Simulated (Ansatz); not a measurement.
Start from `[NH2][AlH][Cl]` and change one atom or group to get `[Cl][AlH][GeH3]`.

Ansatz, PBE0-D4/def2-TZVP geometries, multiplicity 1. Each molecule was computed in one conformer, which needn't be the lowest.

Scalar relativity is left out up to krypton.

```json
{"property": "LUMO energy (B3LYP/def2-TZVPP) / eV", "`[NH2][AlH][Cl]`": "-0.67"}
{"property": "size of the dipole moment (PBE/def2-TZVPP) / D", "`[NH2][AlH][Cl]`": "2.19"}
{"property": "HOMO energy (ωB97M-V/def2-TZVPP) / eV", "`[NH2][AlH][Cl]`": "-10.20"}
{"property": "HOMO–LUMO gap (ωB97M-V/def2-TZVPP) / eV", "`[NH2][AlH][Cl]`": "11.35"}
{"property": "LUMO energy (PBE/def2-TZVPP) / eV", "`[NH2][AlH][Cl]`": "-1.23"}
{"property": "size of the dipole moment (ωB97M-V/def2-TZVPP) / D", "`[NH2][AlH][Cl]`": "2.16"}
```

Question: Give the same properties after the change, and the shifts. (An estimate is asked.)

Answer: The calculation gave: 
| property | `[Cl][AlH][GeH3]` | shift |
| --- | --- | --- |
| LUMO energy (B3LYP/def2-TZVPP) / eV | -2.15 | -1.48 |
| size of the dipole moment (PBE/def2-TZVPP) / D | 1.08 | -1.11 |
| HOMO energy (ωB97M-V/def2-TZVPP) / eV | -9.79 | 0.41 |
| HOMO–LUMO gap (ωB97M-V/def2-TZVPP) / eV | 9.49 | -1.86 |
| LUMO energy (PBE/def2-TZVPP) / eV | -2.70 | -1.47 |
| size of the dipole moment (ωB97M-V/def2-TZVPP) / D | 1.14 | -1.02 |

Dipoles are sizes alone; their direction can turn.

B3LYP here is the variant with VWN-RPA as its local correlation; programs differ in this.
